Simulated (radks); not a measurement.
The numbers below are computed, except where a source is named.
Mg1.5+, 10.5 electrons, occupied as [Ne] 3s(up 0.5, down 0) (fractional occupations, a model configuration).

Code: a radial shooting solver on a logarithmic mesh with Libxc functionals. Model: non-relativistic Kohn-Sham, PBE, spin-polarised, spherical densities, point nucleus.

Energy parts (hartree):
total: -199.42520
kinetic: 199.08760
electron-nucleus: -472.45470
Hartree: 89.96410
exchange-correlation: -16.02220

Orbitals (lengths in bohr, moments of r in powers of bohr; <r^-3> diverges for s and p1/2; r(max) is where P^2 peaks):
| orbital | occ. | eigenvalue (hartree) | <r^4> | <r> | r(max) | <r^-3> |
|---|---|---|---|---|---|---|
| 1s up | 1 | -46.73807 | 0.001384 | 0.1309 | 0.08538 | - |
| 1s down | 1 | -46.73662 | 0.001384 | 0.1309 | 0.08538 | - |
| 2s up | 1 | -3.45172 | 0.6573 | 0.6980 | 0.5479 | - |
| 2s down | 1 | -3.44815 | 0.6522 | 0.6973 | 0.5479 | - |
| 2p up | 3 | -2.24244 | 0.8655 | 0.6872 | 0.4788 | 25.50 |
| 2p down | 3 | -2.23846 | 0.8496 | 0.6855 | 0.4787 | 25.56 |
| 3s up | 0.5 | -0.56341 | 105.1 | 2.649 | 2.259 | - |

The highest occupied level is 3s up at -15.331 eV. The spin density at the nucleus is 1.254 e/bohr^3 (1s 0.025, 2s -0.039, 3s 1.268), a Fermi contact field of 65.7 T. Virial ratio -V/T = 2.00170. The electron density at the nucleus is 1095 e/bohr^3. The density falls to 0.001 e/bohr^3 at r = 3.28 bohr. Spin moment in Bohr magnetons: 0.5.
